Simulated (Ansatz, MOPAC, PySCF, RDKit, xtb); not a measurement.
Torsion H4–Se1–Se2–Br3 in BrHSe2 (SMILES [SeH][Se]Br); at each angle all else is relaxed with GFN2-xTB, and the levels are single points there.
Geometry at 270° (charge 0, multiplicity 1):
```xyz
4

Se    -1.30385     0.49356     0.51102
Se     0.72582     0.99973    -0.37135
Br     2.26018    -0.10046     0.99313
H     -1.56043    -0.72019    -0.26448
```

| level | energy at 0° less that at 270° (kJ/mol) | minus CCSD(T)/CBS(cc-pVTZ, cc-pVQZ) | cost |
|---|---|---|---|
| UFF | 15.2 | -23.8 | - |
| GFN-FF | 8.7 | -30.4 | - |
| AM1 | 10.6 | -28.5 | - |
| PM7 | 7.0 | -32.1 | - |
| GFN2-xTB | 27.0 | -12.0 | - |
| HF/STO-3G | 23.3 | -15.8 | - |
| HF/3-21G | 23.9 | -15.1 | - |
| HF/6-31G* | 36.8 | -2.2 | - |
| HF/cc-pVDZ | 36.5 | -2.5 | - |
| HF/cc-pVTZ | 36.6 | -2.4 | - |
| HF/cc-pVQZ | 36.4 | -2.7 | - |
| SVWN5/def2-TZVPP | 49.0 | 10.0 | ×0.6 |
| PBE/def2-TZVPP | 46.8 | 7.8 | ×1 |
| PBE-D3(BJ)/def2-TZVPP | 46.4 | 7.4 | ×1 |
| BLYP/def2-TZVPP | 44.5 | 5.5 | ×0.8 |
| BLYP-D3(BJ)/def2-TZVPP | 43.5 | 4.5 | ×0.8 |
| BLYP-D4/def2-TZVPP | 43.8 | 4.8 | ×0.8 |
| BP86/6-31G* | 48.8 | 9.8 | - |
| r2SCAN-D3(BJ)/def2-TZVPP | 47.4 | 8.3 | ×2 |
| r2SCAN-D4/def2-TZVPP | 47.4 | 8.4 | ×2 |
| B3LYP/3-21G | 36.3 | -2.8 | - |
| B3LYP/6-31G* | 44.0 | 4.9 | - |
| B3LYP-D3(BJ)/def2-TZVPP | 41.6 | 2.5 | ×2 |
| B3LYP-D4/def2-TZVPP | 41.9 | 2.9 | ×2 |
| PBE0-D3(BJ)/def2-TZVPP | 43.6 | 4.5 | ×2 |
| PBE0-D4/def2-TZVPP | 43.7 | 4.7 | ×2 |
| M06-2X/def2-TZVPP | 39.9 | 0.9 | - |
| MP2/6-31G* | 41.7 | 2.7 | - |
| MP2/cc-pVDZ | 40.3 | 1.3 | - |
| MP2/cc-pVTZ | 40.2 | 1.1 | - |
| MP2/cc-pVQZ | 40.1 | 1.0 | - |
| MP2/CBS(cc-pVTZ, cc-pVQZ) | 40.2 | 1.1 | - |
| SCS-MP2/cc-pVDZ | 38.2 | -0.9 | - |
| SCS-MP2/cc-pVQZ | 37.9 | -1.1 | - |
| CCSD/cc-pVDZ | 37.7 | -1.3 | - |
| CCSD/cc-pVTZ | 37.6 | -1.4 | - |
| CCSD/cc-pVQZ | 37.7 | -1.3 | - |
| CCSD(T)/cc-pVDZ | 38.7 | -0.4 | ×1 |
| CCSD(T)/cc-pVQZ | 38.7 | -0.3 | ×50 |
| CCSD(T)/CBS(cc-pVTZ, cc-pVQZ) | 39.0 | 0.0 | ×60 |

 The comparison column counts from a level with limits of its own.

The rows run from 7.0 (PM7) to 49.0 kJ/mol (SVWN5/def2-TZVPP). In cc-pVQZ the value moves HF 36.4, MP2 40.1, CCSD 37.7, CCSD(T) 38.7, a shift of 2.4 from HF to CCSD(T). From cc-pVDZ to cc-pVQZ CCSD(T) changes by 0.1. The dispersion term adds -0.4 in PBE-D3(BJ), -1.0 in BLYP-D3(BJ), -0.7 in BLYP-D4. The 4 functionals in def2-TZVPP without D3 or D4 span 9.1, from M06-2X to SVWN5.

On the grid 0° to 330°, 0° is the highest and 270° the lowest point at CCSD(T)/CBS(cc-pVTZ, cc-pVQZ).

Frozen-core correlation. Filled d and f shells under p-block atoms count as core. CBS(a, b) extrapolates the correlation energy as X⁻³ and adds the Hartree–Fock energy of set b. Rows in 3-21G, 6-31G*, STO-3G carry no dispersion term and start afresh at each structure (6-31G* with six Cartesian d functions); the Pople sets are all-electron and without relativity. MP2/6-31G* freezes PySCF's default core, which leaves 3d correlated. The state that AM1, PM7 reach isn't checked; PM7 holds dispersion and hydrogen-bond terms.

The values were computed with Ansatz (a quantum-chemistry and plane-wave program) with Gaussian orbitals; MOPAC for AM1, PM7 (differences of heats of formation); PySCF for 3-21G rows, 6-31G* rows, M06-2X, STO-3G rows, the dispersion terms; RDKit for the force fields; xtb for the GFN methods. Values without a source in brackets are computed.

Costs are rough ratios of core time to PBE/def2-TZVPP (about 4 s over the structures, on one shared machine); a dash marks a level with no comparable run of its own.
